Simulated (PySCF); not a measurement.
# Ar (argon, neutral) across methods

[Ar], closed-shell 1S. Computed with PySCF 2.14 in dyall-av2z, with no relativity, point nucleus.

```json
{"method": "r2SCANh", "E (hartree)": "-527.4982", "mean ε 2p (eV)": "-236.03", "mean ε 3s (eV)": "-26.232", "mean ε 3p (eV)": "-11.381", "Σ⟨r²⟩ (bohr²)": "26.06", "⟨S²⟩": "0.000"}
{"method": "B97-3", "E (hartree)": "-527.4736", "mean ε 2p (eV)": "-238.43", "mean ε 3s (eV)": "-27.238", "mean ε 3p (eV)": "-12.103", "Σ⟨r²⟩ (bohr²)": "26.11", "⟨S²⟩": "0.000"}
{"method": "UHF", "E (hartree)": "-526.80081", "mean ε 2p (eV)": "-260.49", "mean ε 3s (eV)": "-34.805", "mean ε 3p (eV)": "-16.116", "Σ⟨r²⟩ (bohr²)": "26.11", "⟨S²⟩": "0.000"}
{"method": "r2SCAN", "E (hartree)": "-527.4987", "mean ε 2p (eV)": "-233.23", "mean ε 3s (eV)": "-25.215", "mean ε 3p (eV)": "-10.763", "Σ⟨r²⟩ (bohr²)": "26.08", "⟨S²⟩": "0.000"}
{"method": "PBE0", "E (hartree)": "-527.3714", "mean ε 2p (eV)": "-237.68", "mean ε 3s (eV)": "-27.037", "mean ε 3p (eV)": "-12.007", "Σ⟨r²⟩ (bohr²)": "26.09", "⟨S²⟩": "0.000"}
{"method": "LDA", "E (hartree)": "-525.9296", "mean ε 2p (eV)": "-229.78", "mean ε 3s (eV)": "-24.083", "mean ε 3p (eV)": "-10.436", "Σ⟨r²⟩ (bohr²)": "26.35", "⟨S²⟩": "0.000"}
{"method": "PBE", "E (hartree)": "-527.3294", "mean ε 2p (eV)": "-229.77", "mean ε 3s (eV)": "-24.095", "mean ε 3p (eV)": "-10.308", "Σ⟨r²⟩ (bohr²)": "26.26", "⟨S²⟩": "0.000"}
{"method": "PBEsol", "E (hartree)": "-526.5898", "mean ε 2p (eV)": "-229.55", "mean ε 3s (eV)": "-24.017", "mean ε 3p (eV)": "-10.279", "Σ⟨r²⟩ (bohr²)": "26.27", "⟨S²⟩": "0.000"}
{"method": "TPSS", "E (hartree)": "-527.5513", "mean ε 2p (eV)": "-230.40", "mean ε 3s (eV)": "-24.562", "mean ε 3p (eV)": "-10.433", "Σ⟨r²⟩ (bohr²)": "26.13", "⟨S²⟩": "0.000"}
```
